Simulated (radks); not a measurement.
Question: These are the eigenvalues of the occupied orbitals of an atom or ion with whole-number occupations (hartree). Calculated with a radial shooting solver on a logarithmic mesh with Libxc functionals: scalar-relativistic Kohn-Sham, exchange-only LDA, spin-polarised, spherical densities, point nucleus.

| orbital | eigenvalue |
|---|---|
| 1s | -3588.760 |
| 2s | -842.0554 |
| 2p | -757.4605 |

Which element is it, and in what charge state? The configuration may be excited. Open shells, if any, are filled with parallel spins first.

Answer: Z = 83, bismuth, charge +73: Bi73+ in [Ne]. The list shows which subshells hold electrons but not how many an open one holds; the 1s level, -3588.8 hartree, gives Z - s = 84.7 by -(Z - s)^2/2, which with screening and relativity narrows Z to a few neighbours, and the depths of the outer levels then fix element, charge and occupations together.
